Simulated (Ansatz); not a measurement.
`[SiH3]OC[SiH2]Cl` + `C[SiH3]` → `[SiH3]CC[SiH2]Cl` + `O[SiH3]`  (formal exchange of groups at a C–O bond)

Program: Ansatz. Geometries: PBE0-D4/def2-TZVP. ΔE: electronic, gas phase. CBS: MP2 limit from def2 TZ/QZ plus the TZ coupled-cluster correction, frozen cores. This one scheme is used for every species. Each species was taken in one conformer, which may not be the lowest.

| level | ΔE (eV) |
| --- | --- |
| MP2/def2-QZVPP | -0.60 |
| MP2/CBS(def2) | -0.61 |

Problem. What does CCSD(T)/CBS give? (An estimate is asked.)

Solution. Computed: -0.54 eV. The listed levels differ from it by -0.06, -0.07 eV.

Largest T1 diagnostic among the species: 0.011.

The D4 term adds −0.09 eV with B3LYP and −0.05 eV with PBE0; it sums over pairs of atoms, weighted by their polarisabilities, and B3LYP, whose exchange is more repulsive, gets the larger term. In def2-TZVPP, CCSD(T) changes the Hartree–Fock value by −0.19 eV (the triples alone add −0.02 eV) and MP2 by −0.26 eV. From PBE to PBE0 (25 % exact exchange), in def2-TZVPP and without D4, ΔE moves by −0.03 eV.

B3LYP here is the variant with VWN-RPA as its local correlation; programs differ in this.
